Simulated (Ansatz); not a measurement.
Harmonic frequencies (cm⁻¹) at PBE0-D4/def2-TZVP from Ansatz: 70, 72, 101, 142, 201, 253, 304, 450, 491, 500, 556, 724, 836, 876, 926, 1133, 1144, 1355, 1637, 2581, 2617, 2675, 3537, 3648.

Each molecule was computed in one conformer, which needn't be the lowest.

**Question.** Which molecule is it?
A. `[BH2][In]([Cl])[BH]N`
B. `OB(F)[NH][AlH2]`
C. `ClC1([TeH])CC1`
D. `C=C1[SiH2]C1Br`

**Answer.** A.
